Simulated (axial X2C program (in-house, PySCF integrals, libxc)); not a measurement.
## SnN⁻: properties at the nuclei

Calculated with an in-house all-electron X2C program for linear molecules (integrals from PySCF): two-component X2C with atomic mean-field Coulomb and Gaunt terms, Gaussian nuclei, basis Sn dyall-acv3z, N dyall-av3z with contracted cores.

R = 1.875 Å (near the PBE0 minimum at charge -1 of the determinant lowest at the starting distance; the state shown can have its own minimum elsewhere).

Determinant lowest in the PBE0 search, Ω = 0 (closed shell), highest spinor 58% N p, 27% Sn p, 8% Sn s:

```json
{"level": "PBE0", "qzz Sn (a.u.)": "-5.74", "qzz N (a.u.)": "-0.70"}
{"level": "HF", "qzz Sn (a.u.)": "-6.06", "qzz N (a.u.)": "-1.06"}
{"level": "TPSSh", "qzz Sn (a.u.)": "-5.43", "qzz N (a.u.)": "-0.70"}
{"level": "PBE50", "qzz Sn (a.u.)": "-6.19", "qzz N (a.u.)": "-0.78"}
{"level": "BHandHLYP", "qzz Sn (a.u.)": "-6.02", "qzz N (a.u.)": "-0.84"}
```

qzz is the electric field gradient, eQq0 = 234.96 MHz × Q/barn × qzz. The operators were transformed with the bare-nucleus X2C matrices; with these basis sets, hyperfine constants and field gradients can be off by tens of per cent, and where levels differ in sign neither size nor sign is settled.

(1) With Q(14N) = 0.02044 barn (Q from Pyykkö, Mol. Phys. 2018), turn the PBE0 values of the first state into constants in MHz.

Each state is one determinant with collinear spin. For an anion, determinants above electron detachment, or with a positive highest level, are held by the basis set. The search compared states at one distance, so a state with another bond length can lie lower. Further determinants of the search, some of them spin-mixed, are not shown.

Results:

(1) eQq0(14N) = 234.96 × (0.02044) × (-0.70) = -3.36 MHz.
